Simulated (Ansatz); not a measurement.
Stretching the Ge3–H4 bond in BeFGeH3 (SMILES [F][Be][GeH3]) (multiplicity 1 held, fragments rigid). Energies count from the point at 1.542 Å.
Geometry at that point (charge 0, multiplicity 1):
```xyz
6

Be    -0.347     0.988    -0.897
F     -0.692     1.971    -1.789
Ge     0.205    -0.584     0.530
H      1.108    -1.659    -0.108
H      0.975    -0.026     1.744
H     -1.028    -1.321     1.092
```

R- and RO- levels are restricted; in cc, def2 and unpolarised 6-31G sets they are followed outwards from rest. Unrestricted levels (U-) break spin symmetry where that is lower. Active spaces are followed from a long bond inwards. Curves can end on different states.

Cores are frozen in the correlated methods. Filled d and f shells under p-block atoms count as core.

The values were computed with Ansatz (a program for electronic structure). 

Energies in kcal/mol.

```tsv
R (Å)	U-HF/cc-pVDZ	R-MP2/cc-pVDZ	U-SCS-MP2/cc-pVDZ	R-CCSDT/cc-pVDZ	SC-NEVPT2 on CASSCF(2,2)/cc-pVDZ	FIC-MRCISD+Q on CASSCF(2,2)/cc-pVDZ
1.234	30.8	30.8	31.0	31.4	32.0	31.2
1.388	6.0	6.1	6.2	6.4	6.8	6.3
1.542	0.0	0.0	0.0	0.0	0.0	0.0
1.697	4.0	3.8	3.7	3.3	2.8	3.3
1.851	13.0	12.5	12.3	11.3	10.4	11.3
2.082	30.6	29.3	28.8	26.4	24.9	26.5
2.314	46.3	46.6	52.3	41.3	39.3	41.4
2.699	57.9	71.8	71.1	60.6	58.0	60.6
3.085	61.7	90.9	77.0	71.9	68.9	71.8
3.547	63.2	105.7	79.1	78.0	74.8	77.8
4.164	63.6	113.6	79.8	80.4	77.0	80.2
4.936	63.7	109.4	80.0	80.9	77.6	80.7
```

Doubts at one or more of the structures used: a spin-contaminated determinant (U-HF/cc-pVDZ, U-SCS-MP2/cc-pVDZ); a restricted determinant that unrestricted orbitals would lower (R-MP2/cc-pVDZ, R-CCSDT/cc-pVDZ); other coupled-cluster roots lie near (R-CCSDT/cc-pVDZ); T1 above 0.05 (R-CCSDT/cc-pVDZ).
